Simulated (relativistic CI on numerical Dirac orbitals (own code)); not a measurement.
# Hyperfine structure of La6+, mass number 137

Computed by Dirac-Coulomb-Breit CI, KLI orbitals optimised for each configuration, QED by a radiative potential, unscaled Slater integrals (own radial code, finite nucleus).

CI space (outside the closed core [Kr] 4d10): 5s²5p³, 5s5p⁴, 5s²5p²4f, 5s²5p²5d, 5p⁵, 5s5p³5d, 5s²5p²5f, 5s²5p4f5d, 5s5p³4f, 5s5p²4f², 5s²5p²5g, 5s²5p²6s, 5p⁴4f, 5s²5p4f², 5s²4f³, 5s²4f²5d, 5s5p4f²5d, 5s²4f²5f, 5s5p4f³. Double excitations out of closed p, d and f shells are left out; levels of such configurations are missing from the list, as are those of other unlisted configurations, and high levels can miss mixing partners.

Nuclear spin I = 7/2, μ = 2.696 μN, Q = 0.21 b (tables of Stone and Pyykkö). The electronic factors are computed for point nuclear moments, without core polarisation or the Bohr-Weisskopf and QED corrections.

```
          Level   E (eV)  A (MHz)  B (MHz)
  5s²5p³ ²D°3/2   2.5624      790      829
  5s²5p³ ²D°5/2   3.4723     4222    -14.2
  5s²5p³ ²P°1/2   5.6140    13210         
  5s²5p³ ²P°3/2   7.4870     2099    -1100
5s²5p²4f ⁴G°5/2  15.1263    762.5     -366
5s²5p²4f ⁴G°7/2  17.0660     1033     -337
5s²5p²4f ⁴G°9/2  17.4133    705.8    -55.7
5s²5p²4f ²G°7/2  17.4454    994.7     -242
```

Levels with J = 0, under 50 % of one LS term, or S terms without an open s electron are left out. Small factors come from cancelling terms and can be off by tens of per cent or more.

At this charge configurations can still be misplaced by up to about 7 % of their energy. Levels and lines within the n = 5 or 6 shells can be off by up to 10 % or somewhat more, and those that change n by about 2 %, since core polarisation is missing. Levels that differ in their count of f electrons can be misplaced by several ten thousand cm⁻¹, since the correlation energy of f electrons is missing or only estimated; rates across such gaps can be off by orders of magnitude.

Task: Give the hyperfine levels of 5s²5p³ ²P°1/2 relative to its centre of gravity.

Result: With K = F(F + 1) − I(I + 1) − J(J + 1), E = AK/2: F = 3: -29730, F = 4: 23120 MHz.

LS names give the leading component of a level, which can be under half, so a name can repeat, a term be missing and a line seem to break the LS rules.
